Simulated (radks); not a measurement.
Spherical jellium clusters: N electrons in a uniform positive sphere of charge N and radius rs N^(1/3), rs = 4.68 bohr. Method: non-relativistic Kohn-Sham, PBE, spin-polarised, spherical densities; computed with a radial shooting solver with Libxc functionals. Levels are named by radial order and angular momentum (1s, 1p, 1d, 2s, ...), and open shells are averaged over m.

N = 7, configuration 1s2 1p(up 3, down 2). This is the lowest configuration that the search found. Occupied and some empty levels:

| level | occupation | eigenvalue (eV) | <r> (bohr) |
|---|---|---|---|
| 1s up | 1 | -3.7874 | 6.094 |
| 1s down | 1 | -3.6579 | 5.959 |
| 1p up | 3 | -2.8384 | 7.242 |
| 1p down | 2 | -2.6657 | 7.230 |
| 1d up | 0 | -1.6537 | 8.356 |
| 1d down | 0 | -1.4790 | 8.428 |
| 2s up | 0 | -1.1610 | 8.460 |
| 2s down | 0 | -1.1035 | 8.452 |
| 1f up | 0 | -0.39621 | 10.03 |

Energy (eV): total -12.4022, kinetic 9.1660, external -175.98, Hartree 86.959, exchange-correlation -21.913, background 89.362.

Electron density:

| r (bohr) | n(r) (e/bohr^3) |
|---|---|
| 0.290 | 0.001625 |
| 1.38 | 0.001845 |
| 2.48 | 0.002270 |
| 3.57 | 0.002711 |
| 4.66 | 0.002931 |
| 5.76 | 0.002749 |
| 6.85 | 0.002160 |
| 7.94 | 0.001381 |
| 9.04 | 0.0007052 |
| 10.1 | 0.0002997 |
| 11.2 | 0.0001162 |
| 12.3 | 0.00004261 |
| 13.4 | 0.00001530 |
| 14.5 | 5.358e-06 |
